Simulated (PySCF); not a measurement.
Vertical excitations of a molecule C2H10ClNSi2 from TDA-PBE/def2-SVPD in PySCF 2.14.0, as energy in eV (oscillator strength): 5.46 (0.005), 5.69 (0.005), 5.95 (0.044), 6.28 (0.009), 6.37 (0.005), 6.51 (0.037). Lowest triplet (TDA): 5.34 eV. Coordinates come from a PBE-D3(BJ)/def2-SVP optimisation. One conformer was computed; it need not be the lowest.

Which structure fits?
A. C[C@H](N[SiH3])[SiH2]Cl
B. CN[Si@@H](Cl)C[SiH3]
C. CC[Si@H](Cl)[SiH2]N
D. C[SiH2][Si@](C)(N)Cl

B, CN[Si@@H](Cl)C[SiH3]
